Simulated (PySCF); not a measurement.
C4H10FNSi.
Numbering: `[F:1][SiH2:2][N:3]1[CH2:4][CH2:5][CH2:6][CH2:7]1` (hydrogens: H8, H9 on Si2; H10, H11 on C4; H12, H13 on C5; H14, H15 on C6; H16, H17 on C7)

Computed with PySCF 2.14.0, density-fitted response routines, TDDFT PBE0/def2-SVPD, vertical, gas phase, core orbitals frozen in the response. One conformer (not necessarily the lowest) at the GFN2-xTB geometry, without solvent, vibrations or thermal averaging.

Computed states:

```csv
state,E (eV),f
S1,5.25,0.0092
S2,5.69,0.0099
S3,6.52,0.0010
S4,6.61,0.026
S5,6.71,0.017
S6,6.93,0.0018
S7,7.49,0.0035
S8,7.83,0.040
```

Broadening: Gaussians 0.25 eV wide at half height, area fixed by f = 4.319×10⁻⁹ ∫ε dν̃. The width is an assumption, not a result. The curve ends short of the highest state used, and states not computed would add to its high-energy end.

Q: What does the envelope look like, and where are its maxima?

A: 
E (eV), ε (L mol⁻¹ cm⁻¹) and a bar:
```
     4.87          2 
     4.97         33 
     5.08        290 ##
     5.18        818 ######
     5.28        951 #######
     5.38        471 ###
     5.49        261 ##
     5.59        703 #####
     5.69       1063 ########
     5.79        667 #####
     5.90        143 #
     6.00         14 
     6.10          1 
     6.20          3 
     6.30         55 
     6.41        577 ####
     6.51       2216 ################
     6.61       4043 ##############################
     6.71       3686 ###########################
     6.82       1619 ############
     6.92        508 ####
     7.02        165 #
     7.12         41 
     7.23         24
```

Maxima: 236 nm (5.25 eV), ε about 1000, made up of S1 (100%); 218 nm (5.69 eV), ε about 1100, made up of S2 (100%); 187 nm (6.65 eV), ε about 4200, made up of S4 (63%) and S5 (35%) (ε in L mol⁻¹ cm⁻¹; maxima over ε = 5, shares over 10%). At its high-energy end, 7.23 eV, the curve is still rising (ε about 24, from S6 and S7).

Q: Coming from long wavelengths, where does ε first pass 100 L mol⁻¹ cm⁻¹?

A: At about 247 nm (5.02 eV), 0.23 eV below S1.

Q: What would ε be at 6.65 eV, the highest of these maxima, with half the width (0.125 eV)?

A: About 6070 L mol⁻¹ cm⁻¹ against 4220, a factor of about 1.4; a lone state at its own centre would give exactly 2.

Q: On this curve, what absorbance would a 10⁻⁵ mol/L sample give at 193 nm over a 1 cm path?

A: 193 nm is 6.424 eV, where ε is about 730 L mol⁻¹ cm⁻¹, so A = ε c l ≈ 0.0073 (Beer–Lambert, with the gas-phase spectrum and the assumed width).

Hardware: an Arm Neoverse V2 with one thread, no GPU, shared host with 192 logical CPUs at a one-minute load of 52. Cost: 33 s wall, 0.85 GiB resident at most.
